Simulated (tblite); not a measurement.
Record of a relaxation.

C7H10O2Si.
Numbering: `[O:1]=[CH:2][C:3]1=[CH:4][C:5]([CH2:6][O:7][SiH3:8])=[CH:9][CH2:10]1` (hydrogens: H11 on C2; H12 on C4; H13, H14 on C6; H15, H16, H17 on Si8; H18 on C9; H19, H20 on C10)

Computed with GFN2-xTB (tblite), gas phase: L-BFGS steps from a force-field or distance-geometry start until the largest atomic force falls under 0.01 eV/Å. 9 of its 146 geometries are shown.

Step 0: E = -814.1987 eV, largest atomic force 4.451 eV/Å
```
atom  x, y, z in Å  |  force x, y, z in eV/Å
O1     -4.607    0.066   -0.425    1.913   2.033  -0.772
C2     -3.634    0.820   -0.689   -1.280  -3.935   1.640
C3     -2.272    0.323   -0.403   -1.905  -0.418   0.013
C4     -1.119    0.936   -0.600    2.264   0.753  -0.095
C5     -0.015    0.064   -0.171   -0.252   0.327  -0.337
C6      1.433    0.357   -0.224   -0.591   0.739  -0.368
O7      2.200   -0.698    0.251    2.243   0.699   0.010
Si8     3.852   -0.223    0.152   -0.816  -0.772   0.852
C9     -0.500   -1.102    0.276   -0.638   0.132  -0.265
C10    -1.988   -1.030    0.172   -0.575  -0.996   0.755
H11    -3.791    1.788   -1.090    0.083   1.010  -0.432
H12    -1.020    1.935   -1.000    0.269  -0.139   0.049
H13     1.754    0.526   -1.251   -0.347   0.344  -0.439
H14     1.599    1.303    0.319    0.156  -0.148   0.096
H15     4.253    0.079    1.541   -0.068  -0.052  -0.274
H16     4.662   -1.286   -0.441   -0.290   0.057   0.007
H17     3.881    1.018   -0.627    0.232  -0.103  -0.054
H18     0.101   -1.923    0.644   -0.392   0.192  -0.087
H19    -2.390   -1.109    1.217   -0.090  -0.145  -0.952
H20    -2.405   -1.835   -0.475    0.084   0.420   0.651
```

Step 18: E = -814.9423 eV, largest atomic force 0.117 eV/Å
```
atom  x, y, z in Å  |  force x, y, z in eV/Å
O1     -4.654    0.159   -0.458   -0.014  -0.015  -0.002
C2     -3.620    0.757   -0.652   -0.043   0.008   0.036
C3     -2.297    0.252   -0.365    0.000  -0.046   0.017
C4     -1.111    0.876   -0.570   -0.065   0.033  -0.055
C5     -0.024    0.021   -0.169   -0.089  -0.030  -0.004
C6      1.382    0.506   -0.321   -0.079  -0.043   0.039
O7      2.336   -0.432    0.067   -0.004   0.026  -0.062
Si8     3.940   -0.199    0.191    0.015  -0.056   0.070
C9     -0.536   -1.140    0.293   -0.052  -0.003   0.022
C10    -2.026   -1.099    0.219    0.056  -0.026  -0.007
H11    -3.631    1.779   -1.080    0.039   0.011  -0.013
H12    -0.968    1.857   -0.981   -0.023   0.097  -0.028
H13     1.534    0.770   -1.381    0.039   0.022   0.097
H14     1.483    1.431    0.269    0.057  -0.035  -0.045
H15     4.303    0.021    1.591   -0.044   0.036   0.014
H16     4.488   -1.438   -0.335    0.005  -0.041  -0.022
H17     4.336    0.979   -0.586    0.052  -0.010  -0.033
H18     0.004   -1.994    0.661    0.032   0.109  -0.026
H19    -2.507   -1.202    1.196    0.084  -0.043  -0.040
H20    -2.435   -1.892   -0.413    0.036   0.006   0.043
```

Step 36: E = -814.9961 eV, largest atomic force 0.162 eV/Å
```
atom  x, y, z in Å  |  force x, y, z in eV/Å
O1     -4.697    0.142   -0.423    0.067  -0.071   0.064
C2     -3.647    0.710   -0.611    0.034  -0.021  -0.070
C3     -2.317    0.211   -0.346    0.038  -0.062  -0.042
C4     -1.176    0.903   -0.600   -0.024   0.003   0.023
C5     -0.026    0.120   -0.222   -0.030   0.032   0.029
C6      1.379    0.625   -0.367   -0.046  -0.008   0.017
O7      2.315   -0.391   -0.174   -0.080  -0.027  -0.103
Si8     3.890   -0.297    0.196   -0.054  -0.018   0.101
C9     -0.457   -1.062    0.272   -0.018   0.030  -0.040
C10    -1.947   -1.123    0.225    0.073  -0.013   0.014
H11    -3.620    1.730   -1.048   -0.087   0.046   0.006
H12    -1.150    1.894   -1.021    0.161  -0.004   0.013
H13     1.505    1.058   -1.372    0.009  -0.073   0.016
H14     1.541    1.444    0.349   -0.019  -0.027   0.045
H15     4.043    0.056    1.612    0.026   0.017  -0.014
H16     4.326   -1.645   -0.122   -0.055  -0.016   0.015
H17     4.559    0.723   -0.608    0.072   0.072  -0.057
H18     0.158   -1.870    0.634   -0.052   0.116  -0.046
H19    -2.396   -1.269    1.210    0.030  -0.044  -0.020
H20    -2.288   -1.948   -0.407   -0.043   0.068   0.050
```

Step 54: E = -815.0263 eV, largest atomic force 0.041 eV/Å
```
atom  x, y, z in Å  |  force x, y, z in eV/Å
O1     -4.651    0.005   -0.349    0.017   0.004  -0.003
C2     -3.659    0.654   -0.590    0.013   0.000  -0.005
C3     -2.296    0.229   -0.362   -0.013  -0.001   0.014
C4     -1.169    0.942   -0.616   -0.027   0.010   0.006
C5     -0.012    0.171   -0.243   -0.016   0.034  -0.017
C6      1.389    0.676   -0.384   -0.007   0.003   0.001
O7      2.307   -0.370   -0.315    0.003   0.000   0.023
Si8     3.842   -0.344    0.201    0.008   0.011  -0.007
C9     -0.422   -1.021    0.240    0.023   0.029   0.002
C10    -1.905   -1.099    0.208    0.012   0.001  -0.003
H11    -3.733    1.673   -1.023   -0.024  -0.008   0.004
H12    -1.125    1.934   -1.032    0.009  -0.004   0.003
H13     1.497    1.191   -1.350    0.009  -0.006   0.009
H14     1.586    1.416    0.406   -0.015   0.001  -0.018
H15     3.912    0.116    1.593    0.004  -0.015  -0.007
H16     4.156   -1.748    0.013    0.016  -0.001   0.012
H17     4.662    0.569   -0.604    0.010  -0.020  -0.002
H18     0.212   -1.809    0.600   -0.003  -0.020  -0.016
H19    -2.332   -1.254    1.201   -0.013  -0.006  -0.017
H20    -2.264   -1.919   -0.418   -0.008  -0.013   0.019
```

Step 72: E = -815.0287 eV, largest atomic force 0.023 eV/Å
```
atom  x, y, z in Å  |  force x, y, z in eV/Å
O1     -4.648   -0.026   -0.342    0.019   0.005  -0.001
C2     -3.669    0.642   -0.585    0.022   0.006  -0.004
C3     -2.300    0.237   -0.362   -0.002  -0.004   0.013
C4     -1.175    0.958   -0.612   -0.015  -0.001  -0.006
C5     -0.015    0.186   -0.249   -0.013   0.008  -0.014
C6      1.390    0.685   -0.384   -0.005   0.005   0.000
O7      2.304   -0.363   -0.285   -0.003  -0.006   0.005
Si8     3.846   -0.353    0.211    0.003   0.000  -0.017
C9     -0.419   -1.012    0.223   -0.002   0.004  -0.005
C10    -1.901   -1.092    0.200   -0.009  -0.009   0.003
H11    -3.768    1.659   -1.016    0.003  -0.002   0.004
H12    -1.135    1.952   -1.021    0.006   0.000   0.007
H13     1.512    1.184   -1.356    0.007  -0.007  -0.007
H14     1.579    1.437    0.395    0.005   0.016   0.009
H15     3.940    0.115    1.598    0.004   0.009  -0.002
H16     4.152   -1.763    0.042   -0.017   0.006   0.006
H17     4.674    0.530   -0.619   -0.005  -0.006   0.009
H18     0.220   -1.804    0.564   -0.004  -0.011   0.003
H19    -2.323   -1.246    1.195   -0.001  -0.004   0.009
H20    -2.269   -1.914   -0.417    0.007  -0.010  -0.011
```

Step 91: E = -815.0299 eV, largest atomic force 0.021 eV/Å
```
atom  x, y, z in Å  |  force x, y, z in eV/Å
O1     -4.645   -0.037   -0.344   -0.006   0.003   0.002
C2     -3.669    0.639   -0.577   -0.006  -0.008  -0.004
C3     -2.300    0.236   -0.356   -0.003  -0.003  -0.003
C4     -1.181    0.967   -0.601    0.001   0.001   0.001
C5     -0.016    0.198   -0.252   -0.002  -0.008   0.001
C6      1.388    0.699   -0.387   -0.002  -0.003  -0.003
O7      2.295   -0.350   -0.259   -0.004  -0.014   0.003
Si8     3.841   -0.358    0.223    0.010  -0.006  -0.011
C9     -0.410   -1.009    0.207   -0.007  -0.006   0.002
C10    -1.893   -1.098    0.189    0.002   0.000   0.001
H11    -3.770    1.659   -0.998    0.002   0.002   0.007
H12    -1.148    1.966   -0.998    0.002   0.006   0.003
H13     1.518    1.172   -1.371    0.001   0.010  -0.006
H14     1.572    1.470    0.375    0.007   0.001   0.000
H15     3.963    0.147    1.594    0.001   0.003  -0.006
H16     4.100   -1.782    0.088    0.005   0.012   0.016
H17     4.681    0.477   -0.641    0.004   0.001   0.003
H18     0.234   -1.802    0.535   -0.010   0.002   0.003
H19    -2.310   -1.266    1.184    0.004  -0.002  -0.005
H20    -2.255   -1.917   -0.436    0.003   0.011  -0.003
```

Step 109: E = -815.0322 eV, largest atomic force 0.023 eV/Å
```
atom  x, y, z in Å  |  force x, y, z in eV/Å
O1     -4.647   -0.032   -0.356   -0.022  -0.005   0.004
C2     -3.673    0.658   -0.550    0.008   0.002   0.004
C3     -2.303    0.246   -0.344    0.004  -0.003   0.011
C4     -1.180    0.978   -0.564    0.006  -0.004  -0.007
C5     -0.019    0.188   -0.245    0.001  -0.013   0.015
C6      1.390    0.673   -0.390   -0.003   0.001   0.006
O7      2.290   -0.369   -0.178   -0.006   0.004  -0.009
Si8     3.854   -0.337    0.241   -0.003   0.005  -0.011
C9     -0.422   -1.027    0.183   -0.006  -0.009  -0.004
C10    -1.905   -1.111    0.149    0.009  -0.007  -0.006
H11    -3.777    1.699   -0.917    0.016   0.004   0.000
H12    -1.141    1.992   -0.920    0.004  -0.001  -0.013
H13     1.533    1.079   -1.402    0.007   0.000   0.005
H14     1.572    1.493    0.320   -0.012   0.002   0.013
H15     4.031    0.307    1.547    0.001   0.005   0.000
H16     4.107   -1.767    0.247    0.003   0.009   0.008
H17     4.660    0.404   -0.735   -0.002  -0.009   0.002
H18     0.216   -1.832    0.497   -0.006   0.005  -0.018
H19    -2.342   -1.334    1.124    0.015   0.016  -0.008
H20    -2.250   -1.895   -0.528   -0.015  -0.002   0.006
```

Step 127: E = -815.0370 eV, largest atomic force 0.018 eV/Å
```
atom  x, y, z in Å  |  force x, y, z in eV/Å
O1     -4.658    0.019   -0.360    0.001   0.002   0.010
C2     -3.669    0.700   -0.503    0.000  -0.006   0.004
C3     -2.307    0.247   -0.335    0.001  -0.003   0.002
C4     -1.173    0.970   -0.528    0.004   0.007   0.005
C5     -0.022    0.146   -0.262    0.003  -0.002   0.000
C6      1.388    0.634   -0.371    0.004  -0.005  -0.006
O7      2.288   -0.380   -0.051   -0.003   0.002   0.003
Si8     3.873   -0.289    0.270   -0.003   0.008  -0.004
C9     -0.442   -1.087    0.093   -0.003  -0.005  -0.002
C10    -1.926   -1.140    0.081    0.002  -0.004  -0.006
H11    -3.751    1.770   -0.786    0.012  -0.010  -0.009
H12    -1.119    1.999   -0.838    0.000   0.008   0.007
H13     1.576    0.983   -1.398    0.000   0.004  -0.002
H14     1.528    1.497    0.296   -0.008  -0.008   0.002
H15     4.122    0.590    1.418    0.003  -0.001  -0.004
H16     4.128   -1.694    0.534    0.000   0.001   0.000
H17     4.621    0.247   -0.873   -0.003  -0.007   0.004
H18     0.184   -1.920    0.350    0.001   0.017   0.003
H19    -2.337   -1.397    1.060   -0.012   0.010  -0.006
H20    -2.311   -1.885   -0.618    0.000  -0.007  -0.003
```

Step 145: E = -815.0379 eV, largest atomic force 0.010 eV/Å
```
atom  x, y, z in Å  |  force x, y, z in eV/Å
O1     -4.660    0.033   -0.328    0.001  -0.004   0.000
C2     -3.668    0.708   -0.484   -0.004   0.002   0.005
C3     -2.307    0.247   -0.336    0.000   0.001   0.002
C4     -1.172    0.974   -0.507    0.001   0.002   0.002
C5     -0.024    0.142   -0.262    0.001  -0.004  -0.002
C6      1.388    0.628   -0.363    0.000  -0.002   0.000
O7      2.283   -0.373    0.006   -0.005   0.000  -0.001
Si8     3.877   -0.278    0.281   -0.001   0.004  -0.002
C9     -0.445   -1.099    0.060    0.000  -0.003   0.005
C10    -1.929   -1.151    0.045    0.002  -0.003   0.000
H11    -3.747    1.778   -0.763    0.002   0.004  -0.006
H12    -1.116    2.013   -0.781   -0.001   0.003  -0.003
H13     1.592    0.945   -1.397    0.002   0.006   0.007
H14     1.517    1.510    0.281   -0.007   0.001  -0.004
H15     4.165    0.691    1.344    0.003   0.002   0.002
H16     4.120   -1.658    0.658    0.004  -0.009   0.001
H17     4.603    0.147   -0.920   -0.001  -0.001  -0.002
H18     0.181   -1.939    0.297    0.001   0.003   0.002
H19    -2.346   -1.426    1.016    0.001   0.000   0.004
H20    -2.314   -1.880   -0.670    0.000   0.000  -0.008
```

Task: Summarise the path.

Result: The energy falls by 19.35 kcal/mol from step 0 to step 145; nine tenths of that is first reached at step 24. It falls at every step. The largest force goes from 4.451 to 0.010 eV/Å. Among the bonds O7–Si8 changes most, from 1.722 to 1.620 Å; the atoms move by 0.483 Å rms after alignment.

The cost below is that of the whole relaxation. The run took 2.2 s wall on one thread of an Arm Neoverse N1, no GPU, shared host with 64 logical CPUs at a one-minute load of 63.
